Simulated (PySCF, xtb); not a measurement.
**Relative energy of two isomers of BGeH5O**

Structure a: `B[O][GeH3]`, a singlet. Structure b: `O[BH][GeH3]`, a singlet. Both are isolated molecules in the gas phase, relaxed with PBE0-D4/def2-SVP; the shapes shown needn't be the lowest conformers.

a (Å):

```xyz
8

B    -3.3741    0.8012    0.7048
Ge   -0.5821    0.4632    0.3818
O    -2.1803    1.3020    0.3513
H    -3.4795   -0.3463    1.1050
H    -4.3421    1.5269    0.6135
H    -0.8010   -0.9685    0.8973
H    -0.0663    0.4912   -1.0627
H     0.3079    1.2911    1.3177
```

b (Å):

```yaml
atoms:
  - { symbol: B, position_ang: [-2.4251, 1.4539, 0.7283] }
  - { symbol: Ge, position_ang: [-0.9787, 0.0719, 0.1563] }
  - { symbol: O, position_ang: [-3.6176, 1.0899, 1.2337] }
  - { symbol: H, position_ang: [-3.7401, 0.1365, 1.3074] }
  - { symbol: H, position_ang: [-2.2405, 2.6467, 0.6237] }
  - { symbol: H, position_ang: [-1.4564, -1.3824, 0.3965] }
  - { symbol: H, position_ang: [-0.6287, 0.1972, -1.3410] }
  - { symbol: H, position_ang: [0.3347, 0.2580, 0.9436] }
```

Energies in hartree; the thermal terms are from GFN2-xTB frequencies at re-optimised GFN2-xTB minima (ideal gas, soft modes damped towards free rotors, one conformer each, 298.15 K, 1 atm) and include the zero-point energy:

```
                               a            b
E, CCSD(T)/def2-SVP  −2178.075837  −2178.061570
    E, MP2/def2-SVP  −2178.035157  −2178.018941
  E, MP2/def2-TZVPP  −2178.519410  −2178.504124
  zero-point energy      0.045551      0.048467
       H(298 K) − E      0.052119      0.054905
       G(298 K) − E      0.017126      0.019771
```

Task: Correct the CCSD(T) difference for the basis set by the MP2 change, then work out ΔE, ΔE₀, ΔH and ΔG for a → b in kcal/mol (1 Eh = 627.51 kcal/mol) and the equilibrium ratio [b]/[a].

Result: 1. Differences b − a: CCSD(T) +0.014267, MP2 in the small set +0.016216, MP2 in the large set +0.015286 Eh.
2. ΔE = +0.014267 + (+0.015286 − (+0.016216)) = +0.013337 Eh = +8.37 kcal/mol.
3. ΔE₀ = ΔE + ΔZPE = +0.013337 + (+0.002916) Eh = +10.20 kcal/mol.
4. ΔH = ΔE + (+0.002786) Eh = +10.12 kcal/mol.
5. ΔG = ΔE + (+0.002645) Eh = +10.03 kcal/mol, so ΔS = (ΔH − ΔG)/T = +1.2 J/(mol K).
6. kT = 0.9442 mEh, so K = [b]/[a] = exp(−ΔG/kT) = exp(−16.93) ≈ 4.5 × 10^−8.

Structure a is favoured at this temperature. An error of 1 kcal/mol in ΔG would change K by a factor of 5.4. Mirror images and further conformers aren't counted.

As drawn, b has 1 B–Ge, 1 O–H in place of 1 Ge–O, 1 B–H.

Other levels gave ΔE = +21.5 (GFN2-xTB); +15.8 (HF/STO-3G, GFN2-xTB geometries); +5.0 (r2SCAN-D4/def2-SVP, GFN2-xTB geometries); +4.8 (PBE0-D4/def2-SVP); +12.3 (HF/def2-SVP); +10.2 (MP2/def2-SVP); +9.0 (CCSD(T)/def2-SVP) kcal/mol. The correlated steps freeze 11 core orbitals; the filled d shell of Ge is correlated, in a basis made for valence electrons. Programs: PySCF 2.14.0, xtb 6.7.1.
